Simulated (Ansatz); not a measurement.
`CC#CC(F)(F)F` + H₂O → CH₃OH + `C#CC(F)(F)F` at 400 K and 1 bar (formal hydrolysis of a C–C bond).

Computed with Ansatz on PBE0-D4/def2-TZVP structures; ΔE is electronic, products minus reactants. CCSD(T)/CBS is the MP2 limit (def2-TZVPP, def2-QZVPP) plus CCSD(T) − MP2 in def2-TZVPP, frozen cores. This one scheme is used for every species.

```tsv
species	CCSD(T)/CBS energy (Eh)	H − E (kJ/mol)	S (J/(mol·K))
`CC#CC(F)(F)F`	-453.32719	195.9	384.7
H₂O	-76.37941	69.8	198.6
CH₃OH	-115.61712	151.2	252.6
`C#CC(F)(F)F`	-414.05517	114.3	328.6
```

H − E and S are ideal-gas, rigid-rotor, harmonic terms from PBE0-D4/def2-TZVP. 1 Eh = 2625.50 kJ/mol, R = 8.31446 J/(mol·K).

By hand: ΔE, ΔH, ΔS and ΔG.

ΔE = (-115.61712) + (-414.05517) − (-453.32719) − (-76.37941) = 0.03431 Eh = 90.1 kJ/mol. Δ(H − E) = 151.2 + 114.3 − 195.9 − 69.8 = -0.2, so ΔH = 89.9 kJ/mol. ΔS = 252.6 + 328.6 − 384.7 − 198.6 = -2.1 J/(mol·K). ΔG = 89.9 − 400 × (-2.1)/1000 = 90.7 kJ/mol.

By hand: the equilibrium constant, and the temperature at which ΔG would vanish if ΔH and ΔS stayed fixed.

log₁₀ K = −ΔG/(RT ln 10) = -11.8. ΔH and −TΔS have one sign here, so there is no such temperature.

The number of gas molecules stays the same, so ΔS is small and ΔH decides. A doubt of 5 kJ/mol in ΔE shifts log₁₀ K by 0.7 here. Modes under 60 cm⁻¹, often nearly free rotors, make the harmonic entropy too high. These are equilibria of isolated gas molecules and say nothing of rates. Largest T1 diagnostic: 0.013 (customary marks: 0.02 for closed shells, 0.045 for open ones).

ΔS is within the doubt of such terms, so its sign, and with it that verdict, could turn.
